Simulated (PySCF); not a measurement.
## Dipole response of Be²⁺ (beryllium, charge +2)

1s2, closed-shell 1S. All numbers are calculated (PySCF 2.14, scalar relativity by spin-free X2C-1e, in x2c-QZVPPall with one added diffuse shell each of s, p type (8s5p2d1f, 40 functions)). Coupled (time-dependent) response in atomic units; α is the mean over directions.

| method | mean α (bohr³) | C₆ (like pair) | S(−4) |
| --- | --- | --- | --- |
| UHF | 0.05061 | 0.01008 | 0.001930 |
| PBE | 0.05428 | 0.01114 | 0.002267 |
| PBE0 | 0.05324 | 0.01084 | 0.002167 |
| BP86 | 0.05385 | 0.01101 | 0.002227 |

S(−4) is the Cauchy moment in α(ω) = α(0) + S(−4) ω² + …

α(iu) at UHF:

| u (hartree) | α(iu) (bohr³) |
| --- | --- |
| 0 | 0.05061 |
| 0.0500 | 0.05060 |
| 0.100 | 0.05059 |
| 0.200 | 0.05053 |
| 0.300 | 0.05044 |
| 0.500 | 0.05013 |
| 0.750 | 0.04955 |
| 1.00 | 0.04875 |
| 1.50 | 0.04663 |
| 2.00 | 0.04397 |
| 3.00 | 0.03789 |
| 5.00 | 0.02647 |

For an ion, C₆ is the dispersion term alone; charge-induced terms of lower order in 1/R come first.
